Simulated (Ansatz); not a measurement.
Q: Name a neutral molecule of As, N, Te and H with size of the dipole moment (B3LYP/def2-TZVPP) between 0.80 and 1.10 D and HOMO–LUMO gap (B3LYP/def2-TZVPP) between 4.55 and 4.85 eV (Ansatz, PBE0-D4/def2-TZVP geometry).

A: `N[AsH][TeH]` (1.08 D, 4.83 eV). Other molecules can fit too; these were computed, each in one conformer that needn't be the lowest.

B3LYP here is the variant with VWN-RPA as its local correlation; programs differ in this.
